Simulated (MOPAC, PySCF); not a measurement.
C$_{3}$H$_{9}$Al, SMILES `[CH3][Al]([CH3])[CH3]`, neutral singlet in the gas phase. 

Cartesian coordinates (Å):
```xyz
13

C     -0.9576     1.6688    -0.3139
Al     0.0001    -0.0002     0.0432
C     -0.9952    -1.6700     0.2689
C      1.9530     0.0011     0.1721
H     -1.5949     1.5784    -1.2011
H     -1.6349     1.9160     0.5121
H     -0.3010     2.5294    -0.4661
H     -0.7264    -2.3930    -0.5105
H     -2.0805    -1.5435     0.2348
H     -0.7481    -2.1556     1.2198
H      2.3819    -0.9834     0.3763
H      2.2951     0.6792     0.9626
H      2.4085     0.3729    -0.7531
```
Charge 0, multiplicity 1.

All levels are single points at this geometry (r2SCAN-D4/def2-TZVP); Pople sets use spherical d functions. Orbital energies aren't observables, and empty levels follow the basis.

B3LYP/6-311+G** in PySCF gives dipole (D) = 0.00.

Problem. Estimate the dipole (D) from each of these levels: PBE-D3(BJ)/def2-TZVP in PySCF; r2SCAN-D4/def2-TZVP in PySCF; B3LYP/3-21G in PySCF; B3LYP/LANL2DZ in PySCF; BP86/6-31G* in PySCF; M06-2X/6-31G* in PySCF; PBE/6-31G* in PySCF; SVWN5/6-31G* in PySCF; HF/3-21G in PySCF; HF/6-31G* in PySCF; AM1 in MOPAC; PM7 in MOPAC.

Solution. 
| level | dipole (D) |
|---|---|
| PBE-D3(BJ)/def2-TZVP in PySCF | 0.00 |
| r2SCAN-D4/def2-TZVP in PySCF | 0.00 |
| B3LYP/3-21G in PySCF | 0.00 |
| B3LYP/LANL2DZ in PySCF | 0.00 |
| BP86/6-31G* in PySCF | 0.00 |
| M06-2X/6-31G* in PySCF | 0.00 |
| PBE/6-31G* in PySCF | 0.00 |
| SVWN5/6-31G* in PySCF | 0.00 |
| HF/3-21G in PySCF | 0.00 |
| HF/6-31G* in PySCF | 0.00 |
| AM1 in MOPAC | 0.00 |
| PM7 in MOPAC | 0.01 |
